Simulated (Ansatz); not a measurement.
`FC[SiH2][InH2]` + CH₃SH → `CS[SiH2]CF` + `[InH3]` at 600 K and 1 bar (cleavage of the Si–In bond).

Isolated molecules relaxed with PBE0-D4/def2-TZVP in Ansatz; ΔE leaves out vibrations. CCSD(T)/CBS is the MP2 limit (def2-TZVPP, def2-QZVPP) plus CCSD(T) − MP2 in def2-TZVPP, frozen cores. This one scheme is used for every species. Elements past krypton have def2 core potentials. For In outer-core shells are correlated without core-valence functions, which leaves a few kJ/mol of doubt a bond. One conformer a species, not always the lowest.

```
         species  CCSD(T)/CBS energy (Eh)  H − E (kJ/mol)  S (J/(mol·K))
`FC[SiH2][InH2]`               -620.30591           218.0          469.0
           CH₃SH               -438.22835           152.3          296.8
    `CS[SiH2]CF`               -866.97507           294.7          471.0
        `[InH3]`               -191.56739            71.1          266.1
```

H − E and S are ideal-gas, rigid-rotor, harmonic terms from PBE0-D4/def2-TZVP, for one conformer and one mirror image of each species. 1 Eh = 2625.50 kJ/mol, R = 8.31446 J/(mol·K).

By hand: ΔE, ΔH, ΔS and ΔG.

ΔE = (-866.97507) + (-191.56739) − (-620.30591) − (-438.22835) = -0.00820 Eh = -21.5 kJ/mol. Δ(H − E) = 294.7 + 71.1 − 218.0 − 152.3 = -4.5, so ΔH = -26.0 kJ/mol. ΔS = 471.0 + 266.1 − 469.0 − 296.8 = -28.7 J/(mol·K). ΔG = -26.0 − 600 × (-28.7)/1000 = -8.8 kJ/mol.

By hand: the equilibrium constant, and the temperature at which ΔG would vanish if ΔH and ΔS stayed fixed.

log₁₀ K = −ΔG/(RT ln 10) = 0.8. ΔG = 0 at ΔH/ΔS = 906 K.

TΔS isn't small against ΔH here. A doubt of 5 kJ/mol in ΔE shifts log₁₀ K by 0.4 here. Other conformers and mirror images would add mixing entropy, several J/(mol·K) or more a flexible species. Modes under 60 cm⁻¹, often nearly free rotors, make the harmonic entropy too high. These are equilibria of isolated gas molecules and say nothing of rates. Largest T1 diagnostic: 0.014 (customary marks: 0.02 for closed shells, 0.045 for open ones).
